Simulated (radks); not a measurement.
Species: Mn3+. Configuration: [Ar] 3d4.

Calculated with a radial shooting solver on a logarithmic mesh with Libxc functionals: scalar-relativistic Kohn-Sham, SCAN, spin-polarised, spherical densities, finite nucleus; open shells are filled with parallel spins first; meta-GGA in the generalised Kohn-Sham scheme; Fermi nuclear charge, rms radius 3.7057 fm.

Energy parts (hartree):
total: -1156.75451
kinetic: 1169.65186
electron-nucleus: -2732.15580
Hartree: 457.30399
exchange-correlation: -51.55456

Orbitals (lengths in bohr, moments of r in powers of bohr):
| orbital | occ. | eigenvalue (hartree) | <r^2> |
|---|---|---|---|
| 1s down | 1 | -238.4771 | 0.004992 |
| 1s up | 1 | -238.4763 | 0.004992 |
| 2s up | 1 | -29.05869 | 0.09204 |
| 2s down | 1 | -28.95741 | 0.09153 |
| 2p up | 3 | -24.76017 | 0.07522 |
| 2p down | 3 | -24.68476 | 0.07468 |
| 3s up | 1 | -4.67622 | 0.8153 |
| 3s down | 1 | -4.44763 | 0.8265 |
| 3p up | 3 | -3.46473 | 0.9195 |
| 3p down | 3 | -3.23987 | 0.9362 |
| 3d up | 4 | -1.58471 | 1.316 |

The highest occupied level is 3d up at -43.122 eV. Summed over all electrons, <r^2> = 13.12 bohr^2, which gives a Langevin (diamagnetic) susceptibility term of -10.4 x 10^-6 cm^3/mol.

Empty levels of this run are not shown, since the potential may be unsettled where no density lies.
